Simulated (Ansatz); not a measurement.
H6OSi2, SMILES [SiH3]O[SiH3].

Coordinates come from a PBE0-D3(BJ)/def2-SVP optimisation.

Two levels are set side by side: PBE/def2-SVPD (Ansatz, an electronic-structure program) and PBE0/def2-SVPD (Ansatz). Energy differences of separate SCF runs at the same geometry; the states with an electron removed or added have multiplicity 2 and 2. Differences are taken from unrounded values.

| quantity | PBE0 |
|---|---|
| vertical ionisation energy (eV) | 10.70 |
| vertical singlet–triplet gap (eV) | 6.67 |

What does PBE give, and how far is it from PBE0? (The exact figures need the calculation; the answer reports its results.)


| quantity | PBE | PBE minus PBE0 |
|---|---|---|
| vertical ionisation energy (eV) | 10.23 | -0.47 |
| vertical singlet–triplet gap (eV) | 6.03 | -0.64 |
